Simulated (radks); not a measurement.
The numbers below are computed, except where a source is named.
Initial-state core-level shifts of neutral indium when its valence configuration changes from [Kr] 4d10 5s2 5p1. Level of theory: Dirac Kohn-Sham, PBE, spin-unpolarised, spherical densities, finite nucleus; open shells are shared between the two j in proportion to 2j + 1; Fermi nuclear charge, rms radius 4.6156 fm (a radial shooting solver on a logarithmic mesh with Libxc functionals). Shifts are changes of the shell-averaged eigenvalues in eV (positive: less bound); the change of the density at the nucleus, which sets a Mossbauer isomer shift, is in e/bohr^3, on a base of 1.748e+05.

| valence | 2s | 3p | 4s | 4p | density at nucleus |
|---|---|---|---|---|---|
| 4d10 5s1 5p2 | -1.636 | -1.655 | -1.677 | -1.676 | -27.99 |
| 4d9 5s2 5p2 | -7.580 | -7.390 | -6.658 | -6.412 | +16.94 |
| 4d10 5s1.5 5p1.5 | -0.841 | -0.850 | -0.861 | -0.861 | -13.57 |
| 4d10 5p3 | -3.126 | -3.166 | -3.208 | -3.205 | -59.06 |
| 4d9 5s1 5p3 | -9.045 | -8.872 | -8.143 | -7.891 | -16.56 |
| 4d9 5p4 | -10.420 | -10.265 | -9.539 | -9.280 | -52.71 |
| 4d7 5s2 5p4 | -23.576 | -22.767 | -19.891 | -19.059 | +53.80 |
| 4d9.5 5p3.5 | -6.727 | -6.679 | -6.364 | -6.237 | -56.06 |
| 4d8 5s2 5p3 | -15.427 | -14.967 | -13.277 | -12.751 | +34.86 |
